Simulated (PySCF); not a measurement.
## Computed properties of (S)-bromo-chloro-fluoromethane (CHBrClF), SMILES F[C@@H](Cl)Br

CHBrClF, SMILES [C@H](F)(Cl)Br. Geometry optimised at PBE0-D3(BJ)/def2-SVP. One conformer was computed; it need not be the lowest. All values are computed for the isolated molecule unless a solvent is named; none is compared with measurement here.

**Structure.** All 9 harmonic modes at PBE0-D3(BJ)/def2-SVP (PySCF) are real, so it is a minimum. With heavy atoms numbered as in [C@H:1]([F:2])([Cl:3])[Br:4], the shortest bond between them is C1–F2 at 1.331 Å and the longest C1–Br4 at 1.938 Å.

**Vibrations.** The strongest infrared lines (harmonic, unscaled, degenerate partners summed) lie at 1174 cm⁻¹ (204 km/mol, C 56 %, F 39 %), 794 cm⁻¹ (194 km/mol, C 75 %, Cl 16 %), 1218 cm⁻¹ (68 km/mol, H 89 %, C 9 %). The softest mode is at 226 cm⁻¹ and the zero-point energy is 13.3 kcal/mol.

**Electronic structure.** ωB97X/def2-TZVPD (PySCF) places the frontier levels at -11.03 and 0.96 eV, a gap of 11.99 eV, and gives a dipole moment of 1.21 D and a mean polarisability of 51.2 bohr³. PBE/def2-TZVPD (PySCF) at the same geometry gives -7.31 and -2.13 eV, so its gap is 6.81 eV narrower. An orbital gap is neither the optical nor the fundamental gap.

**Excitations.** TDDFT-CAM-B3LYP/def2-SVPD (PySCF) has S1 at 5.94 eV (209 nm, f = 0.005, weak); the most intense of the 10 singlets computed lies at 8.42 eV (f = 0.07). T1 (TDA) is at 5.23 eV. TDDFT-PBE/def2-SVPD (PySCF) puts S1 at 5.53 eV. No vertical singlet excitation falls in the visible range (under 3.1 eV).

**NMR.** GIAO shifts at PBE0/pcSseg-1 (PySCF) (non-relativistic, atoms alike by connectivity averaged): ¹³C at 122.1 ppm against TMS; ¹H at 7.9 ppm against TMS; ¹⁹F at -97.5 ppm against CFCl3. Without spin–orbit terms, shifts of atoms bonded to Cl or Br come out too high.
